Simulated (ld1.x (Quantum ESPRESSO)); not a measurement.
## Which change was made? (Sc, TM)

ld1.x (Quantum ESPRESSO) 7.5 input, shortened:

```
&input
   title='Sc', zed=21., rel=1, dft='PBESOL', iswitch=3,
   config='[Ar] 3d1 4s2 4p0'
 /
 &inputp
   pseudotype=2, tm=.true., lloc=0,
   nlcc=.false.
 /
3
3P  2  1   6.00   0.00  1.15  1.15  0.0
3D  3  2   1.00   0.00  1.75  1.75  0.0
4S  1  0   2.00   0.00  2.20  2.20  0.0
 &test
   configts(1)='3p6 3d1 4s2 4p0'
 /
```

Cutoffs, loose and tight: the cutoffs (Ry, on a coarse ladder) from which the occupation-weighted sum of valence levels, in a spherical-Bessel basis at the reference potential, stays within 10 and 1 mRy of its value at 400 Ry. They do not see the model core or the augmentation charge, which bear on the density cutoff. Test errors are all-electron minus pseudo excitation energies from the reference, over the configurations 3p6 3d1 4s1 4p0; 3p6 3d1 4s0 4p0; 3p6 3d0 4s0 4p0; 3p6 3d1 4s0 4p2; 3p6 3d2 4s0 4p0; 3p6 3d1 4s1 4p1; 3p6 3d2 4s1 4p0; variants that change the core or the reference have their own tests.

The base gives: outcome: generated; cutoff, loose: 70 Ry; cutoff, tight: 120 Ry; bound ghosts: none; largest test error (meV): -955.

After one change the result is: outcome: generated; cutoff, loose: 70 Ry; cutoff, tight: 110 Ry; bound ghosts: s; largest test error (meV): +121. Which change was it?
A. reference 3p6 3d1 4s1.5 4p0
B. core [Ar], valence charge 3; reference 3d1 4s2 4p0; waves now 4p (bound): rc 4.15 bohr; 3d (bound): rc 1.45 bohr; 4s (bound): rc 3.40 bohr; core correction a·sin(br)/r model core inside 1.00 bohr
C. local potential the p channel
D. wave 3p (bound): rc 1.15 bohr becomes 3p (bound): rc 0.92 bohr

C. The others give: wave 3p (bound): rc 1.15 bohr becomes 3p (bound): rc 0.92 bohr → outcome: generated; cutoff, loose: 100 Ry; cutoff, tight: 200 Ry; bound ghosts: none; largest test error (meV): -955 | core [Ar], valence charge 3; reference 3d1 4s2 4p0; waves now 4p (bound): rc 4.15 bohr; 3d (bound): rc 1.45 bohr; 4s (bound): rc 3.40 bohr; core correction a·sin(br)/r model core inside 1.00 bohr → outcome: generated; cutoff, loose: 70 Ry; cutoff, tight: 90 Ry; bound ghosts: none; largest test error (meV): -327 | reference 3p6 3d1 4s1.5 4p0 → outcome: generated; cutoff, loose: 70 Ry; cutoff, tight: 120 Ry; bound ghosts: none; largest test error (meV): -681.
